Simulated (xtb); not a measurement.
C2H8O2Si, SMILES [Si@@H](CO)(C)O. All values are semi-empirical tight-binding results from xtb (GFN2-xTB unless named), good for trends rather than for accurate numbers. Coordinates come from a GFN2-xTB optimisation. The structure was generated by enumeration; whether it is a known compound was not checked. The values are those of a single conformer.

| Item | Result |
|---|---|
| orbital gap | 6.02 eV |
| dipole moment | 3.49 D |
| zero-point energy | 62.4 kcal/mol |
| G − E(el) at 298.15 K (modified RRHO) | 42.3 kcal/mol |
| static polarisability (D4 model) | 65.3 bohr³ |
| solvation energy, GFN2-xTB/ALPB(water) | -8.2 kcal/mol |
| solvation energy, GFN2-xTB/ALPB(acetone) | -9.6 kcal/mol |
